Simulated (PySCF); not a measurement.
## TeI₃⁺ at several levels of theory

All levels use the PBE0 minimum (singlet; Te–I 2.677 Å (×3); I–Te–I 102.7° (×3)), basis [Te def2-SVP with ECP28, I def2-SVP with ECP28], scalar-relativistic core potentials, density fitting, no spin–orbit coupling, PySCF. For vertical energies the ionised species is a doublet (spins chosen at PBE0 and kept) and the electron-attached one a doublet. Open shells are unrestricted, also as the reference of the correlated levels. Dipoles are about the centre of mass. A dash marks a value that was not computed or is not defined at that level.

```json
{"level": "PBE0", "vertical IP (eV)": "14.15", "vertical EA (eV)": "6.97", "−ε(HOMO) (eV)": "12.42", "gap (eV)": "3.80", "dipole (D)": "0.95"}
{"level": "HF", "vertical IP (eV)": "14.53", "vertical EA (eV)": "6.34", "−ε(HOMO) (eV)": "14.72", "gap (eV)": "9.14", "dipole (D)": "1.02"}
{"level": "MP2", "vertical IP (eV)": "14.04", "vertical EA (eV)": "6.55", "−ε(HOMO) (eV)": "–", "gap (eV)": "–", "dipole (D)": "–"}
{"level": "PBE", "vertical IP (eV)": "13.67", "vertical EA (eV)": "6.79", "−ε(HOMO) (eV)": "11.25", "gap (eV)": "2.07", "dipole (D)": "0.86"}
{"level": "r2SCAN", "vertical IP (eV)": "13.98", "vertical EA (eV)": "6.99", "−ε(HOMO) (eV)": "11.62", "gap (eV)": "2.36", "dipole (D)": "0.94"}
{"level": "B3LYP", "vertical IP (eV)": "14.01", "vertical EA (eV)": "6.90", "−ε(HOMO) (eV)": "12.11", "gap (eV)": "3.37", "dipole (D)": "0.98"}
{"level": "TPSSh", "vertical IP (eV)": "13.96", "vertical EA (eV)": "–", "−ε(HOMO) (eV)": "11.83", "gap (eV)": "2.87", "dipole (D)": "0.92"}
```
